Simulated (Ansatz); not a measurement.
Frontier orbitals of `F[SiH]1[SiH2][GeH2]1`.

Z-matrix (Å, degrees):
```
Si
Si 1 2.305
Ge 1 2.362 2 62.5
F 1 1.601 2 125.7 3 117.8
H 1 1.485 2 114.1 3 -101.8
H 2 1.485 1 124.3 3 118.1
H 2 1.485 1 115.4 3 -95.6
H 3 1.533 1 118.5 2 -115.0
H 3 1.532 1 122.6 2 95.6
```

Total charge 0; spin multiplicity 1. Correlated methods include outer-core shells of Ge, which these sets cover unevenly. Scalar relativity is left out up to krypton. Geometry: relaxed with PBE0-D4/def2-TZVP. Basis def2-TZVPP, Ansatz 0.2.0.

| functional | HOMO (eV) | LUMO (eV) | gap (eV) |
| --- | --- | --- | --- |
| PBE | -5.99 | -2.29 | 3.70 |
| revPBE | -5.94 | -2.21 | 3.73 |
| PBE0 | -6.97 | -1.48 | 5.49 |
| B3LYP | -6.77 | -1.58 | 5.19 |
| BHLYP | -7.79 | -0.45 | 7.34 |
| ωB97M-V | -8.88 | 0.41 | 9.29 |
| HF | -9.07 | 1.90 | 10.97 |

A quarter of exact exchange (PBE0) shifts PBE's HOMO by −0.97 eV and its LUMO by +0.82 eV; full exchange at long range (ωB97M-V) shifts them by −2.89 and +2.71 eV. The gap opens from 3.70 to 9.30 eV, since occupied levels lose self-interaction and empty ones feel all the electrons. A positive LUMO is unbound and depends on the basis.

B3LYP here is the variant with VWN-RPA as its local correlation; programs differ in this.
